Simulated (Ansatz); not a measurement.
[Sn4]4- (Sn₄⁴⁻), relaxed as a singlet with RKS r2SCAN-D4/def2-SVPD in Ansatz, starting from the GFN2-xTB (ALPB water) geometry. Force threshold 0.02 eV/Å.

In the def2 sets Sn takes a core potential; there is no spin–orbit coupling. A multiply charged anion in the gas phase is held together partly by the finite basis. The restricted singlet is unstable towards broken spin symmetry at other levels; at r2SCAN-D4/def2-SVPD this wasn't settled. The highest occupied level of the charge -4 singlet lies above zero (up to 10.58 eV). The electron is either unbound and held by the finite basis, or the level is raised by self-interaction error. At PBE0-D4/def2-TZVPD a triplet of charge -4 lies 0.46 eV below the restricted singlet at the same geometry.

Start:

```xyz
4

Sn    0.3353    1.0942   -1.2622
Sn    1.4628   -0.5473    0.6811
Sn   -0.8714   -1.3280   -0.6164
Sn   -0.9267    0.7812    1.1975
```

```tsv
step	energy (eV)	largest force component (eV/Å)	SCF passes
1	-23320.9176	2.525	23
2	-23321.7087	0.300	27
3	-23321.7299	0.131	20
4	-23321.7343	0.016	21
```

Force components are those of the run's own axes.

End:

```xyz
4

Sn    0.367    1.196   -1.379
Sn    1.599   -0.598    0.744
Sn   -0.952   -1.451   -0.674
Sn   -1.013    0.854    1.309
```

By distances, no bond broke or formed. The bond that changes most is Sn1–Sn3, from 2.78 to 3.04 Å (atoms count from 1).

No frequencies were taken in this run, so the end may be a saddle point.

It took 16 s on 4 threads of Intel Xeon on a shared host.
